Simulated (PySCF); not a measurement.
System: sum formula H2BO2, net charge -1, singlet state. It need not be the lowest isomer of its formula. Whether it binds its extra electron was not tested at this geometry. SMILES: [O-]BO
Coordinates optimised at B3LYP-D3(BJ)/def2-TZVP (Ansatz):
```xyz
5

B      0.1435     0.3529    -0.1457
O      1.1575     0.0861     0.5847
O     -1.0440    -0.4751    -0.2740
H      0.0105     1.3748    -0.8706
H     -1.6357    -0.0273    -0.8864
```
Charge -1, spin multiplicity 1.

Dispersion corrections to the total energy (kcal/mol) from the dftd3 and dftd4 libraries through PySCF: D3(BJ) without and D4 with the three-body term, each with the damping fitted for the functional named.

```tsv
functional	D3(BJ)	D4
B2GP-PLYP	-0.61	-0.55
TPSSh	-1.21	…
PBE0	-0.91	-1.13
BHLYP	-1.44	-1.50
PW6B95	-0.47	-1.26
BP86	…	-1.75
revPBE	-3.00	…
```

### Question
Some entries are withheld; supply them.

### Answer

- TPSSh, D4: -1.70
- BP86, D3(BJ): -1.63
- revPBE, D4: -5.31
